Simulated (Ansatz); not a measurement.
Ansatz (an electronic-structure program) input (MP2/6-31G*):

Ansatz 0.2 input:
```yaml
crystal:
  periodic: [false, false, false]
  atoms:
    - {symbol: N, position_ang: [0.53327400, 1.53199500, -1.18050400]}
    - {symbol: Si, position_ang: [0.09941500, 0.13073900, -0.47653400]}
    - {symbol: N, position_ang: [1.45401600, -0.99162700, -0.54197700]}
    - {symbol: N, position_ang: [-1.39254100, -0.67725300, -0.94599700]}
    - {symbol: Cl, position_ang: [-0.36231000, 0.08124200, 1.72455300]}
    - {symbol: H, position_ang: [-0.20489400, 2.21120600, -1.32460800]}
    - {symbol: H, position_ang: [1.56848900, -1.55183500, 0.29232900]}
    - {symbol: H, position_ang: [2.31131000, -0.47649600, -0.70288100]}
    - {symbol: H, position_ang: [-1.69755200, -1.42057800, -0.33142400]}
    - {symbol: H, position_ang: [-1.37313800, -1.01554700, -1.89999200]}
basis:
  gaussian:
    orbitals: 6-31G*
total_charge: -1
magnetization: {spin_polarized: false}
correlation: {method: mp2, electrons: outside_noble_gas}
relax: {f_tol: 0.003, max_steps: 120}
```

From the output:

```
densities: 0.22 GiB planned
second order -19.40671727 eV of doubles, -0.00000000 eV of singles
the calculation of the forces begins
relax step  10: F+E_penalty+E_count = -24911.39784382 eV  Δ(F+E_penalty+E_count) = -7.174e-5 eV  max|allowed force component| = 1.172e-2 eV/Å  Δτ_max = 0.0101 Å  (35 SCF iters, accepted)
these checks for a lower state are left out or cut short: starts, cluster_reference, orbital_swaps, neighbouring_geometries, increment
integrals: 0.05 GiB planned
1015 factors; integrals over basis functions are off by at most 3.7e-4 eV
mean field: 0.30 GiB planned
mean field -24891.99043860 eV, -914.7637762214 hartree, gradient 2.3e-6 eV, S^2 0.000000; 0 other end points of the search recorded, 0 dependent functions left out
13 core orbitals not correlated
reference -24891.99043860 eV, -914.7637762214 hartree; 16, 16 occupied and 64, 64 virtual orbitals, 1015 factors
densities: 0.22 GiB planned
second order -19.40742131 eV of doubles, -0.00000000 eV of singles
the calculation of the forces begins
relax step  11: F+E_penalty+E_count = -24911.39785991 eV  Δ(F+E_penalty+E_count) = -1.609e-5 eV  max|allowed force component| = 7.487e-3 eV/Å  Δτ_max = 0.0088 Å  (35 SCF iters, accepted)
these checks for a lower state are left out or cut short: starts, cluster_reference, orbital_swaps, neighbouring_geometries, increment
integrals: 0.05 GiB planned
1015 factors; integrals over basis functions are off by at most 3.7e-4 eV
mean field: 0.30 GiB planned
mean field -24891.99071640 eV, -914.7637864305 hartree, gradient 1.8e-6 eV, S^2 0.000000; 0 other end points of the search recorded, 0 dependent functions left out
13 core orbitals not correlated
reference -24891.99071640 eV, -914.7637864305 hartree; 16, 16 occupied and 64, 64 virtual orbitals, 1015 factors
densities: 0.22 GiB planned
second order -19.40714903 eV of doubles, -0.00000000 eV of singles
the calculation of the forces begins
relax step  12: F+E_penalty+E_count = -24911.39786543 eV  Δ(F+E_penalty+E_count) = -5.526e-6 eV  max|allowed force component| = 2.664e-3 eV/Å  Δτ_max = 0.0010 Å  (35 SCF iters, accepted)
these checks for a lower state are left out or cut short: cluster_reference
integrals: 0.05 GiB planned
1015 factors; integrals over basis functions are off by at most 3.7e-4 eV
mean field: 0.30 GiB planned
mean field evaluation 128: about -24888.1571 eV, gradient 4.0e1 eV
mean field -24891.99071640 eV, -914.7637864305 hartree, gradient 1.8e-6 eV, S^2 0.000000; 1 other end points of the search recorded, 0 dependent functions left out
13 core orbitals not correlated
reference -24891.99071640 eV, -914.7637864305 hartree; 16, 16 occupied and 64, 64 virtual orbitals, 1015 factors
densities: 0.22 GiB planned
second order -19.40714903 eV of doubles, -0.00000000 eV of singles
the calculation of the forces begins
Total energy: -24911.39786543 eV, -915.4769860027 hartree
Atom 0 at     0.570892     1.526457    -1.137443 Å, force     0.000325    -0.000036    -0.000135 eV/Å
Atom 1 at     0.087900     0.114414    -0.453504 Å, force    -0.000162     0.000068    -0.000106 eV/Å
Atom 2 at     1.435068    -1.044025    -0.481998 Å, force     0.001386     0.000350    -0.001168 eV/Å
Atom 3 at    -1.440263    -0.639379    -0.961755 Å, force     0.002664    -0.000686     0.000511 eV/Å
Atom 4 at    -0.386226    -0.007334     1.714875 Å, force    -0.000594     0.000051     0.000116 eV/Å
Atom 5 at    -0.190352     2.180836    -1.327038 Å, force    -0.000427    -0.000228     0.000091 eV/Å
Atom 6 at     1.703916    -1.348242     0.449505 Å, force    -0.000448     0.000723    -0.000604 eV/Å
Atom 7 at     2.231948    -0.562161    -0.893693 Å, force    -0.001195    -0.000968     0.001120 eV/Å
Atom 8 at    -1.710022    -1.425538    -0.374878 Å, force    -0.000581     0.000383    -0.000847 eV/Å
Atom 9 at    -1.366793    -0.973183    -1.921106 Å, force    -0.000966     0.000344     0.001022 eV/Å
Dipole moment:    -0.115492    -0.658851     0.065788 e Å
Checks for a lower state left out: cluster_reference
```

The dipole moment of an ion depends on the origin.

The geometry given is a B3LYP-D3(BJ)/def2-TZVP minimum.
